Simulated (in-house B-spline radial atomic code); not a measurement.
Radial electron density of P VI (P5+), [He] 2s2 2p6. Level of theory: non-relativistic M06-2X, spin-polarised, spherical fractional occupations, exact exchange averaged over the configuration, point nucleus; calculated with a radial B-spline atomic code at the basis-set limit.

Columns: r (bohr), 4πr²n(r) (electrons per bohr), bar.

```
  0.0039    0.371 #
 0.00455   0.4953 #
 0.00531   0.6594 ##
 0.00619   0.8728 ##
 0.00721    1.148 ###
 0.00841    1.507 ####
  0.0098    1.963 #####
  0.0114    2.532 #######
  0.0133    3.256 ########
  0.0155     4.14 ###########
  0.0181    5.221 ##############
  0.0211    6.485 #################
  0.0246    7.937 #####################
  0.0287    9.557 #########################
  0.0335    11.28 #############################
   0.039    12.99 ##################################
  0.0455     14.6 ######################################
   0.053     15.9 #########################################
  0.0618    16.75 ###########################################
  0.0721    16.98 ############################################
  0.0841    16.52 ###########################################
   0.098    15.45 ########################################
   0.114    13.99 ####################################
   0.133    12.42 ################################
   0.155    11.23 #############################
   0.181    10.79 ############################
   0.211    11.32 #############################
   0.246    12.63 #################################
   0.287    14.22 #####################################
   0.335    15.44 ########################################
    0.39    15.64 #########################################
   0.455    14.49 ######################################
    0.53    12.19 ################################
   0.618    9.197 ########################
   0.721    6.094 ################
    0.84    3.489 #########
    0.98     1.69 ####
    1.14   0.6972 ##
    1.33   0.2254 #
    1.55  0.05733 
    1.81  0.01122
```

On this grid the curve has 2 maxima, near 0.0721, 0.39 bohr.

The 2p up radial function P(r) = rR(r), positive near the nucleus:

```csv
r (bohr),P
0.0039,0.001588
0.00531,0.002914
0.00721,0.005299
0.0098,0.009606
0.0133,0.01725
0.0181,0.03085
0.0246,0.05436
0.0335,0.09451
0.0455,0.1599
0.0618,0.2628
0.0841,0.417
0.114,0.6258
0.155,0.8845
0.211,1.153
0.287,1.349
0.39,1.381
0.53,1.198
0.721,0.8477
0.98,0.455
1.33,0.1715
1.81,0.03973
```
